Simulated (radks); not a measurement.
Ca VII, 14 electrons, occupied as [Ne] 3s2 3p2.

Calculated with a radial shooting solver on a logarithmic mesh with Libxc functionals: non-relativistic Kohn-Sham, LDA (Slater exchange, Perdew-Wang correlation), spin-polarised, spherical densities, point nucleus; open shells are filled with parallel spins first.

Energy parts (eV):
part                      energy
total                 -18058.897
kinetic                18035.009
electron-nucleus      -41335.102
Hartree                 6089.004
exchange-correlation    -847.808

Orbitals (lengths in bohr, moments of r in powers of bohr; r(90%) holds 90 % of the orbital's charge):
orbital,occ.,eigenvalue (eV),<1/r>,r(90%),<r^2>
1s up,1,-4029.471,19.49,0.138,0.008070
1s down,1,-4028.604,19.49,0.138,0.008068
2s up,1,-516.2724,4.013,0.570,0.1588
2s down,1,-515.3517,4.016,0.569,0.1583
2p up,3,-442.0401,3.952,0.539,0.1321
2p down,3,-440.9211,3.953,0.538,0.1317
3s up,1,-137.5243,1.346,1.54,1.252
3s down,1,-133.5495,1.339,1.55,1.266
3p up,2,-117.4384,1.267,1.61,1.345
3p down,0,-113.5695,1.259,1.63,1.368

The highest occupied level is 3p up at -117.44 eV. The spin density at the nucleus is -0.3245 e/bohr^3 (1s -0.5373, 2s -0.1166, 3s 0.3293), a Fermi contact field of -17 T. Virial ratio -V/T = 2.00132. The density falls to 0.001 e/bohr^3 at r = 2.38 bohr. The electron density at the nucleus is 5309 e/bohr^3.
